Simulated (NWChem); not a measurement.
Program: NWChem. System: H2ClGa, charge 0, spin multiplicity 1, at a geometry optimised with PBE/def2-SVP. The structure started from a generated list of species. Level: CR-EOMCCSD(T)/def2-SVPD, 14 core orbitals frozen.

Input file:

```
start mol
memory heap 100 mb stack 700 mb global 1900 mb
geometry units angstroms nocenter noautoz
  Ga     0.000000     0.000000     0.712027
  H     -1.423747     0.000000     1.374059
  H      1.423747     0.000000     1.374059
  Cl     0.000000     0.000000    -1.460057
  symmetry group C2v
end
basis spherical
  * library def2-svpd
end
scf
  rhf
  nopen 0
  maxiter 100
  thresh 1e-7
  semidirect memsize 60000000 filesize 0
end
tce
  freeze core 14
  creomsd(t)
  nroots 1
  2eorb
  2emet 13
  thresh 1e-5
  maxiter 200
  tilesize 24
end
task tce energy
```

Output (cleaned and shortened):

```
             Northwest Computational Chemistry Package (NWChem) 7.3.0
             --------------------------------------------------------

                                NWChem Input Module
                                -------------------

 Scaling coordinates for geometry "geometry" by  1.889725989
 (inverse scale =  0.529177249)

 Turning off AUTOSYM since
 SYMMETRY directive was detected!

                             Geometry "geometry" -> ""
                             -------------------------

 Output coordinates in angstroms (scale by  1.889725989 to convert to a.u.)

  No.       Tag          Charge          X              Y              Z
 ---- ---------------- ---------- -------------- -------------- --------------
    1 Ga                  31.0000     0.00000000     0.00000000     0.71202700
    2 H                    1.0000    -1.42374700     0.00000000     1.37405900
    3 H                    1.0000     1.42374700     0.00000000     1.37405900
    4 Cl                  17.0000     0.00000000     0.00000000    -1.46005700

 Effective nuclear repulsion energy (a.u.)     155.1453762484

            Nuclear Dipole moment (a.u.)
            ----------------------------
        X                 Y               Z
 ---------------- ---------------- ----------------
     0.0000000000     0.0000000000    -0.0000264562

      Symmetry information
      --------------------

 Group name             C2v
 Group number             16
 Group order               4
 No. of unique centers     3

      Symmetry unique atoms

     1    2    4


 Summary of "ao basis" -> "" (spherical)
 ------------------------------------------------------------------------------
       Tag                 Description            Shells   Functions and Types
 ---------------- ------------------------------  ------  ---------------------
 *                         def2-svpd                  on all atoms

 Summary of "ao basis" -> "ao basis" (spherical)
 ------------------------------------------------------------------------------
       Tag                 Description            Shells   Functions and Types
 ---------------- ------------------------------  ------  ---------------------
 Ga                        def2-svpd                14       38   6s4p4d
 H                         def2-svpd                 4        8   2s2p
 Cl                        def2-svpd                11       27   5s4p2d

                                 NWChem SCF Module
                                 -----------------

  ao basis        = "ao basis"
  functions       =    81
  atoms           =     4
  closed shells   =    25
  open shells     =     0
  charge          =   0.00
  wavefunction    = RHF
  use symmetry    = T
  symmetry adapt  = T

 Summary of "ao basis" -> "ao basis" (spherical)
 ------------------------------------------------------------------------------
       Tag                 Description            Shells   Functions and Types
 ---------------- ------------------------------  ------  ---------------------
 Ga                        def2-svpd                14       38   6s4p4d
 H                         def2-svpd                 4        8   2s2p
 Cl                        def2-svpd                11       27   5s4p2d

      Symmetry analysis of basis
      --------------------------

        a1         37
        a2          8
        b1         20
        b2         16

 Forming initial guess at       0.0s

      Superposition of Atomic Density Guess
      -------------------------------------

 Sum of atomic energies:       -2383.30416250

      Non-variational initial energy
      ------------------------------

 Total energy =   -2383.545442
 1-e energy   =   -3629.569301
 2-e energy   =    1090.878482
 HOMO         =      -0.348812
 LUMO         =      -0.004049

      Symmetry analysis of molecular orbitals - initial
      -------------------------------------------------

  Numbering of irreducible representations:

     1 a1          2 a2          3 b1          4 b2

  Orbital symmetries:

     1 a1          2 a1          3 a1          4 b1          5 a1
     6 b2          7 a1          8 a1          9 b1         10 b2
    11 a1         12 b1         13 a1         14 b2         15 a1
    16 b1         17 a1         18 a2         19 b2         20 a1
    21 a1         22 b1         23 b2         24 a1         25 b1
    26 b2         27 a1         28 a1         29 a1         30 a1
    31 a2         32 b1         33 b2         34 b1         35 b2

 Starting SCF solution at       0.5s

 ----------------------------------------------
         Quadratically convergent ROHF

 Convergence threshold     :          1.000E-07
 Maximum no. of iterations :          100
 Final Fock-matrix accuracy:          1.000E-09
 ----------------------------------------------

              iter       energy          gnorm     gmax       time
             ----- ------------------- --------- --------- --------
                 1    -2383.5425116509  5.43D-01  1.30D-01      0.5
                 2    -2383.5696994681  1.87D-01  4.87D-02      0.5
                 3    -2383.5727054886  1.31D-02  4.18D-03      0.5
                 4    -2383.5727222428  1.02D-04  2.16D-05      0.6
                 5    -2383.5727222445  8.47D-09  3.08D-09      0.7

       Final RHF  results
       ------------------

         Total SCF energy =  -2383.572722244525
      One-electron energy =  -3629.906981454331
      Two-electron energy =   1091.188882961371
 Nuclear repulsion energy =    155.145376248435

        Time for solution =      0.2s

       Symmetry analysis of molecular orbitals - final
[...]
   0.0142835853583   0.2031998791141    5.52935     0.5     0.5

 Iteration   6 using    6 trial vectors
   0.0083531109656   0.2029399342292    5.52228     0.4     0.4

 Iteration   7 using    7 trial vectors
   0.0070203994444   0.2028713000272    5.52041     0.4     0.4

 Iteration   8 using    8 trial vectors
   0.0048297510514   0.2028006745877    5.51849     0.3     0.3

 Iteration   9 using    9 trial vectors
   0.0024423701794   0.2028248225281    5.51915     0.3     0.3

 Iteration  10 using   10 trial vectors
   0.0009356650261   0.2028158032035    5.51890     0.3     0.3

 Iteration  11 using   11 trial vectors
   0.0003326706733   0.2028094068288    5.51873     0.3     0.3

 Iteration  12 using   12 trial vectors
   0.0001093801131   0.2028087257917    5.51871     0.3     0.3

 Iteration  13 using   13 trial vectors
   0.0000450312877   0.2028086267262    5.51871     0.3     0.3

 Iteration  14 using   14 trial vectors
   0.0000186269388   0.2028085455258    5.51870     0.3     0.3

 Iteration  15 using   15 trial vectors
   0.0000081349566   0.2028085978960    5.51871     0.3     0.3
 --------------------------------------------------------------
 Iterations converged
 ------------------

 Excited state root  1
 Excitation energy / hartree =        0.202808597895959
                   / eV      =        5.518705089832573
 largest EOMCCSD amplitudes: R1 and R2

 Singles contributions
    26b2  (alpha) ---    22b1  (alpha)       -0.1462928511
    26b2  (alpha) ---    25b1  (alpha)        0.8960124900
    33b2  (alpha) ---    25b1  (alpha)       -0.1428862654

 Doubles contributions
======= CR-EOMCCSD(T) calculation ======
corresponding R0 value =     0.000000

CR-EOMCCSD(T) Intermediates cpu wall time             0.7            0.7
 creom_N i2_1 nr of boxes                   168
 creom_N i2_2 nr of boxes                   168
 creom_N i2_3 nr of boxes                   168
 creom_N i2_4 nr of boxes                   168

CR-EOMCCSD(T) triples loop cpu wall             3.4            3.4

 CR-EOMCCSD(T)  total energy / hartree       =     -2383.752543890540892
 CR-EOMCCSD(T)  excitation energy (eV)       =      5.40345

 =========================================
 Excited-state calculation ( b1  symmetry)
 =========================================
 Dim. of EOMCC iter. space      500

 EOMCCSD SOLVER TYPE  1
  maxdiff =   0.48245963734513581

 No. of initial right vectors    1

 EOM-CCSD right-hand side iterations
 --------------------------------------------------------------
      Residuum       Omega / hartree  Omega / eV    Cpu    Wall
 --------------------------------------------------------------

 Iteration   1 using    1 trial vectors
   0.4041400297488   0.3971733136562   10.80764     0.4     0.4

 Iteration   2 using    2 trial vectors
   0.1062637746792   0.3192600108130    8.68751     0.3     0.3

 Iteration   3 using    3 trial vectors
   0.0624467480068   0.3132909624201    8.52508     0.3     0.3

 Iteration   4 using    4 trial vectors
   0.0454617030242   0.3105962095422    8.45176     0.3     0.3

 Iteration   5 using    5 trial vectors
   0.0309986406903   0.3075119031062    8.36783     0.3     0.3

 Iteration   6 using    6 trial vectors
   0.0270577426389   0.3058217857674    8.32184     0.3     0.3

 Iteration   7 using    7 trial vectors
   0.0423355272077   0.3036939355498    8.26394     0.3     0.3

 Iteration   8 using    8 trial vectors
   0.0543272241913   0.2998521442098    8.15940     0.3     0.3

 Iteration   9 using    9 trial vectors
   0.0672247219416   0.2960795039217    8.05674     0.3     0.3

 Iteration  10 using   10 trial vectors
   0.0758227665559   0.2885176746763    7.85097     0.3     0.3

 Iteration  11 using   11 trial vectors
   0.0547941814052   0.2822052085291    7.67920     0.3     0.3

 Iteration  12 using   12 trial vectors
   0.0474014929835   0.2790565373052    7.59352     0.3     0.3

 Iteration  13 using   13 trial vectors
   0.0288374264445   0.2766773976727    7.52878     0.3     0.3

 Iteration  14 using   14 trial vectors
   0.0156361711914   0.2759880345196    7.51002     0.3     0.3

 Iteration  15 using   15 trial vectors
   0.0102743862614   0.2758455025250    7.50614     0.3     0.3

 Iteration  16 using   16 trial vectors
   0.0092598399279   0.2756851594146    7.50178     0.3     0.3

 Iteration  17 using   17 trial vectors
   0.0059347780397   0.2755759983934    7.49881     0.3     0.3

 Iteration  18 using   18 trial vectors
   0.0034357430315   0.2755756521506    7.49880     0.3     0.3

 Iteration  19 using   19 trial vectors
   0.0021248390954   0.2755647458330    7.49850     0.3     0.3

 Iteration  20 using   20 trial vectors
   0.0013702200190   0.2755535293582    7.49820     0.3     0.3

 Iteration  21 using   21 trial vectors
   0.0008212376265   0.2755533630845    7.49819     0.3     0.3

 Iteration  22 using   22 trial vectors
   0.0004135573101   0.2755521617964    7.49816     0.3     0.3

 Iteration  23 using   23 trial vectors
   0.0002194094329   0.2755523537251    7.49816     0.3     0.3

 Iteration  24 using   24 trial vectors
   0.0001053799777   0.2755518492189    7.49815     0.4     0.4

 Iteration  25 using   25 trial vectors
   0.0000475487879   0.2755517418367    7.49815     0.4     0.4

 Iteration  26 using   26 trial vectors
   0.0000212577635   0.2755519781169    7.49815     0.3     0.3

 Iteration  27 using   27 trial vectors
   0.0000116944123   0.2755520556077    7.49816     0.3     0.3

 Iteration  28 using   28 trial vectors
   0.0000074142905   0.2755519816374    7.49815     0.3     0.3
 --------------------------------------------------------------
 Iterations converged
 ------------------

 Excited state root  1
 Excitation energy / hartree =        0.275551981637353
                   / eV      =        7.498154118473948
 largest EOMCCSD amplitudes: R1 and R2

 Singles contributions
    27a1  (alpha) ---    25b1  (alpha)       -0.1026347469
    28a1  (alpha) ---    22b1  (alpha)       -0.1094130922
    28a1  (alpha) ---    25b1  (alpha)       -0.8233747922
    29a1  (alpha) ---    22b1  (alpha)        0.1007014661
    29a1  (alpha) ---    25b1  (alpha)        0.1440124135
    36a1  (alpha) ---    25b1  (alpha)        0.2401347304
    38a1  (alpha) ---    25b1  (alpha)        0.1257959198
    40a1  (alpha) ---    25b1  (alpha)       -0.1263529477

 Doubles contributions
======= CR-EOMCCSD(T) calculation ======
corresponding R0 value =     0.000000

CR-EOMCCSD(T) Intermediates cpu wall time             0.7            0.7
 creom_N i2_1 nr of boxes                   168
 creom_N i2_2 nr of boxes                   168
 creom_N i2_3 nr of boxes                   168
 creom_N i2_4 nr of boxes                   168

CR-EOMCCSD(T) triples loop cpu wall             3.7            3.7

 CR-EOMCCSD(T)  total energy / hartree       =     -2383.679995730127303
 CR-EOMCCSD(T)  excitation energy (eV)       =      7.37759

 =========================================
 Excited-state calculation ( b2  symmetry)
 =========================================
 Dim. of EOMCC iter. space      500

 EOMCCSD SOLVER TYPE  1
  maxdiff =   0.51107580637577232

 No. of initial right vectors    2

 EOM-CCSD right-hand side iterations
 --------------------------------------------------------------
      Residuum       Omega / hartree  Omega / eV    Cpu    Wall
 --------------------------------------------------------------

 Iteration   1 using    2 trial vectors
   0.4656741276240   0.3625368243659    9.86513     0.7     0.7

 Iteration   2 using    3 trial vectors
   0.1201133566803   0.2672125420050    7.27123     0.3     0.3

 Iteration   3 using    4 trial vectors
   0.0596739743268   0.2593931418082    7.05845     0.3     0.3

 Iteration   4 using    5 trial vectors
   0.0281977093498   0.2572695873324    7.00066     0.3     0.3

 Iteration   5 using    6 trial vectors
   0.0144071867730   0.2563592662933    6.97589     0.3     0.3

 Iteration   6 using    7 trial vectors
   0.0078854363982   0.2560905247443    6.96858     0.3     0.3

 Iteration   7 using    8 trial vectors
   0.0067133535308   0.2560436875387    6.96731     0.3     0.3

 Iteration   8 using    9 trial vectors
   0.0064581932000   0.2559309584449    6.96424     0.3     0.3

 Iteration   9 using   10 trial vectors
   0.0041288498438   0.2559491753931    6.96473     0.3     0.3

 Iteration  10 using   11 trial vectors
   0.0019492040400   0.2559429688632    6.96457     0.3     0.3

 Iteration  11 using   12 trial vectors
   0.0008017272439   0.2559347912510    6.96434     0.3     0.3

 Iteration  12 using   13 trial vectors
   0.0003754455986   0.2559341704438    6.96433     0.3     0.3

 Iteration  13 using   14 trial vectors
   0.0002257640394   0.2559340689159    6.96432     0.3     0.3

 Iteration  14 using   15 trial vectors
   0.0001229236768   0.2559339776039    6.96432     0.3     0.3

 Iteration  15 using   16 trial vectors
   0.0000639504465   0.2559342386544    6.96433     0.3     0.3

 Iteration  16 using   17 trial vectors
   0.0000323247250   0.2559342532911    6.96433     0.3     0.3

 Iteration  17 using   18 trial vectors
   0.0000162539637   0.2559341604143    6.96433     0.3     0.3

 Iteration  18 using   19 trial vectors
   0.0000088303277   0.2559341439897    6.96433     0.3     0.3
 --------------------------------------------------------------
 Iterations converged
 ------------------

 Excited state root  1
 Excitation energy / hartree =        0.255934143989712
                   / eV      =        6.964325367618502
 largest EOMCCSD amplitudes: R1 and R2

 Singles contributions
    26b2  (alpha) ---    23a1  (alpha)       -0.8956224128
    33b2  (alpha) ---    23a1  (alpha)        0.1592063118

 Doubles contributions
======= CR-EOMCCSD(T) calculation ======
corresponding R0 value =     0.000000

CR-EOMCCSD(T) Intermediates cpu wall time             0.6            0.6
 creom_N i2_1 nr of boxes                   168
 creom_N i2_2 nr of boxes                   168
 creom_N i2_3 nr of boxes                   168
 creom_N i2_4 nr of boxes                   168

CR-EOMCCSD(T) triples loop cpu wall             3.6            3.6

 CR-EOMCCSD(T)  total energy / hartree       =     -2383.700386230008462
 CR-EOMCCSD(T)  excitation energy (eV)       =      6.82274

 Task  times  cpu:       53.2s     wall:       53.2s

 Total times  cpu:       53.2s     wall:       53.2s
```
